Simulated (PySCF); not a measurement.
# As: ionisation energy

As [Ar] 3d10 4s2 4p3 (4S) → As⁺ [Ar] 3d10 4s2 4p2 (3P), as a difference of total energies. All numbers are calculated (PySCF 2.14, no relativity, point nucleus, in dyall-av2z). Correlated levels: valence: [Ar] 3d10 frozen; virtual orbitals above 40 to 60 times the deepest correlated orbital energy dropped. The calculations carry no spin-orbit coupling.

| method | ionisation energy (eV) |
| --- | --- |
| UHF | 9.471 |
| MP2 (valence) | 9.855 |
| SCS-MP2 (valence) | 9.719 |
| CCSD (valence) | 9.805 |
| CCSD(T) (valence) | 9.818 |

Q: How much does correlation contribute at CCSD(T) (valence)?

A: 9.818 − (9.471) = 0.347 eV, measured against UHF.

A first-order spin-orbit estimate (lowest level to lowest level, LS coupling) adds -0.170 eV.

These non-relativistic numbers lack the scalar-relativistic shift.

Errors of the correlated levels include the incompleteness of this basis and the frozen core.

For comparison: 9.789 eV (measured; NIST Atomic Spectra Database, ionization energies).
